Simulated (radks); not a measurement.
Removal energies from the osmium ion Os13+, [Kr] 4d10 4f14 5s2 5p1, by Delta-SCF beside the eigenvalue of the level emptied. Method: non-relativistic Kohn-Sham, PBE, spin-polarised, spherical densities, point nucleus; computed with a radial shooting solver on a logarithmic mesh with Libxc functionals. Open shells are filled with parallel spins first.

removed from     final configuration  Delta-SCF (eV)  -eigenvalue (eV)
5p                [Kr] 4d10 4f14 5s2          270.25            260.06
5s            [Kr] 4d10 4f14 5s1 5p1          300.03            289.43
4f            [Kr] 4d10 4f13 5s2 5p1          316.92            298.83
4d             [Kr] 4d9 4f14 5s2 5p1          533.42            514.66
